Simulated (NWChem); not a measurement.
System: C4H9O, doublet; SMILES C[CH]CCO

The following NWChem deck was run.

```
start job
memory heap 200 mb stack 900 mb global 1100 mb
geometry units angstroms noautosym nocenter noautoz
  C      0.521725    -2.259321    -0.153442
  C     -0.552862    -1.319978     0.274246
  C     -0.660981     0.064755    -0.268993
  C      0.320748     1.079448     0.372719
  O      0.143639     2.397750    -0.105350
  H      0.786826    -2.120955    -1.224403
  H      1.473503    -2.117260     0.419650
  H      0.234691    -3.321187    -0.003309
  H     -1.147249    -1.576530     1.168025
  H     -0.459905     0.058202    -1.367907
  H     -1.684646     0.474089    -0.130763
  H      1.368926     0.714038     0.232105
  H      0.142572     1.117428     1.467869
  H      0.313944     2.379468    -1.065115
end
basis spherical
  * library 6-31g*
end
dft
  odft
  mult 2
  xc hfexch
  iterations 150
  mulliken
end
task dft energy
esp
  recalculate
  probe 0.07
  range 0.3
  factor 1.0
  spacing 0.02
end
task esp
```

Structure relaxed at the PBE-D3(BJ)/def2-SVP, spin-unrestricted level. No stability test was run on the SCF state.

Atomic charges in e: unrestrained fits to the electrostatic potential beside Mulliken populations; buried atoms are poorly determined by the fit.

Atoms are numbered as in the input.

Q: What results follow from this input? (UHF/6-31G* (spherical d).) Quantities: ESP C1; Mulliken C1; ESP C2; Mulliken C2; ESP C3; Mulliken C3; ESP C4; Mulliken C4; ESP O5; Mulliken O5; relative RMS misfit of the potential (%).

A: 
```yaml
ESP C1: 0.03
Mulliken C1: -0.52
ESP C2: -0.19
Mulliken C2: -0.15
ESP C3: 0.02
Mulliken C3: -0.37
ESP C4: 0.50
Mulliken C4: 0.04
ESP O5: -0.72
Mulliken O5: -0.77
relative RMS misfit of the potential (%): 30
```
